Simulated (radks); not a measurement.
Task: Radial electron density D(r) = 4 pi r^2 rho(r) of an atom or ion with 6 electrons. Method: Dirac Kohn-Sham, relativistic LDA (MacDonald-Vosko exchange, VWN5 correlation), spin-unpolarised, spherical densities, finite nucleus; Fermi nuclear charge, rms radius of each element as measured or else 0.836 A^(1/3) + 0.57 fm; computed with a radial shooting solver on a logarithmic mesh with Libxc functionals.

r (bohr),D(r) (e/bohr)
0.002327,4.951
0.002562,5.806
0.00282,6.794
0.003104,7.931
0.003417,9.233
0.003761,10.72
0.00414,12.40
0.004557,14.30
0.005016,16.43
0.005521,18.79
0.006078,21.39
0.00669,24.23
0.007364,27.28
0.008106,30.53
0.008923,33.93
0.009822,37.43
0.01073,40.65
0.01181,44.09
0.013,47.36
0.01431,50.31
0.01575,52.81
0.01733,54.71
0.01908,55.88
0.021,56.20
0.02312,55.60
0.02545,54.05
0.02801,51.61
0.03083,48.39
0.03394,44.62
0.03736,40.59
0.04113,36.63
0.04527,33.10
0.04943,30.54
0.05441,28.70
0.0599,27.96
0.06593,28.29
0.07258,29.42
0.07989,30.97
0.08794,32.41
0.0968,33.23
0.1066,32.98
0.1173,31.41
0.1291,28.49
0.1421,24.47
0.1564,19.79
0.1722,14.98
0.1895,10.56
0.2086,6.875
0.2278,4.305
0.2508,2.362
0.2761,1.171
0.3039,0.5193
0.3345,0.2038
0.3682,0.06995
0.4053,0.02073
0.4461,0.005229

What is the nuclear charge?

Result: Z = 46. The innermost maximum, from 1s, lies near gamma/Z bohr with gamma = sqrt(1 - (Z/c)^2) = 0.942, here 0.0205 bohr (found: 0.0207), and its height grows with Z. The density is that of the palladium ion Pd40+ in [He] 2s2 2p2; the configuration itself is not fixed sharply by these data, and Z only to a few units. D(r) has 2 maxima, at r = 0.0207, 0.0999 bohr, and minima at 0.0609 bohr, inside which lie 2.29 electrons.
